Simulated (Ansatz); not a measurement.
Basis sets compared for (CdO)6 ring (Cd₆O₆). The state is a singlet with charge 0. Geometry r2SCAN-D4/def2-SVP. Ansatz on 2 threads of AMD EPYC 7R13 on a shared host and a share (18 GiB) of an NVIDIA H100 80GB HBM3; times are rough, and most runs start from earlier orbitals.

Cartesian coordinates in Å:
```
Cd 3.008 1.295 0.627
O 2.237 3.049 1.060
Cd 0.281 3.185 0.942
O -1.664 3.449 0.862
Cd -2.725 1.894 0.302
O -3.895 0.416 -0.247
Cd -3.007 -1.292 -0.637
O -2.237 -3.050 -1.054
Cd -0.282 -3.189 -0.928
O 1.662 -3.456 -0.839
Cd 2.725 -1.893 -0.305
O 3.898 -0.407 0.217
```

In the def2 sets Cd takes a core potential; there is no spin–orbit coupling. Single mean-field runs in def2-TZVP are fitted with def2-universal-jkfit.

Binding counts from free atoms (Cd singlet, O triplet) in the same basis, without a counterpoise term.

```
           level  functions  energy (Eh)  HOMO (eV)  LUMO (eV)  binding per atom (eV)  wall time
 PBE-D4/def2-SVP        270   -1456.9930      -5.65      -3.42                   2.33       10 s
PBE0-D4/def2-SVP        270   -1456.8674      -7.10      -2.66                   2.07       20 s
```

(1) Estimate the rows for PBE-D4/def2-TZVP, PBE0-D4/def2-TZVP.

Answers

(1) 
```
            level  functions  energy (Eh)  HOMO (eV)  LUMO (eV)  binding per atom (eV)  wall time
 PBE-D4/def2-TZVP        426   -1457.7924      -5.82      -3.52                   2.27      5.5 s
PBE0-D4/def2-TZVP        426   -1457.6583      -7.26      -2.75                   2.04      7.5 s
```
